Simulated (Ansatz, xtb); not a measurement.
**C2H5FGeO: 3 structures ranked**

3 gas-phase structures of C2H5FGeO, from a drawn sample of its isomers (lower ones may exist). Each was relaxed with GFN2-xTB:

A. `F[C@@H]1O[C@H]1[GeH3]`, a singlet
B. `F[C@@]1([GeH3])CO1`, a singlet
C. `F[C@@H]1O[C@@H]1[GeH3]`, a singlet

Q: Make a reasoned guess at their ranking by r2SCAN-D4/def2-SVP single-point energy.

A: Calculated order at r2SCAN-D4/def2-SVP: A (0.000), B (0.017), C (0.023) eV. Less than 1 kcal/mol parts A and B; B and C, so the order within those pairs means little.

Energies above the lowest of each column, in eV; the last columns are at B3LYP/def2-SVP geometries:

```csv
structure,GFN2-xTB,HF/STO-3G,r2SCAN-D4/def2-SVP,B3LYP/def2-SVP,CCSD(T)/def2-SVP + ΔMP2/def2-TZVPP
A,0.120,0.046,0.000,0.027,0.014
B,0.052,0.000,0.017,0.060,0.068
C,0.000,0.129,0.023,0.000,0.000
```

CCSD(T)/def2-SVP + ΔMP2/def2-TZVPP puts C lowest, with A within 1 kcal/mol; HF/STO-3G picks B. CCSD(T)/def2-SVP + ΔMP2/def2-TZVPP orders those it was run on as C (0.000), A (0.014), B (0.068) eV. Less than 1 kcal/mol parts C and A, so the order within that pair means little. ΔMP2 is the change of the MP2 energy from the smaller to the larger basis.

Programs: Ansatz 0.2.0, xtb 6.7.1.
